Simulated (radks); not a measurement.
The numbers below are computed, except where a source is named.
Q: The sulfur ion S+, [Ne] 3s2 3p3. Level of theory: non-relativistic Kohn-Sham, PBE, spin-polarised, spherical densities, point nucleus (a radial shooting solver on a logarithmic mesh with Libxc functionals). Every spin shell is full or empty, so the densities are truly spherical. Functionals are evaluated on that one density, not self-consistently. Rank these orbital-free kinetic functionals by their error against the exact value of the orbitals, and give that value: Thomas-Fermi, TF + vW, TF + vW/9, TF + vW/5, APBEK, revAPBEK, Perdew 92, Thakkar, LKT, DePristo-Kress, Ernzerhof.

A: Exact: 397.089 hartree. From best to worst, with 100 (|E| - |E exact|)/|E exact| (equal figures are ties): Thakkar -0.02, DePristo-Kress +0.09, Ernzerhof +0.13, APBEK +0.32, Perdew 92 -0.49, TF + vW/9 -0.50, revAPBEK +0.68, TF + vW/5 +4.91, Thomas-Fermi -7.26, LKT +30.70, TF + vW +53.57.
